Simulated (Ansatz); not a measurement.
A structure relaxed at r2SCAN-D4/def2-SVP in Ansatz, charge 0, singlet:

```tsv
atom	x (Å)	y (Å)	z (Å)
Hf1	0.260	-0.318	-0.095
Ag2	-1.649	1.158	-1.869
Ag3	-2.708	-0.380	0.203
Ag4	2.776	0.565	-1.277
Ag5	-1.380	-1.674	-1.996
Ag6	0.722	2.396	-0.986
Ag7	-1.397	1.991	0.756
Ag8	1.145	1.638	1.766
Ag9	-1.028	-0.159	2.468
Ag10	2.893	-0.477	1.204
Ag11	0.944	-2.083	2.137
Ag12	0.652	0.021	-2.917
Ag13	-1.229	-2.679	0.605
```

Give its formula.

HfAg₁₂.

Summarise the bond lengths by kind (pairs closer than 1.2 times the sum of covalent radii, bridged metal pairs left out).

25 × Ag–Ag 2.69 to 3.14 Å; 12 × Ag–Hf 2.84 to 3.00 Å.

In the def2 sets Ag, Hf take a core potential; there is no spin–orbit coupling. Single mean-field runs in def2-SVP are fitted with def2-universal-jkfit. The structure comes from a short search, and lower isomers may exist.
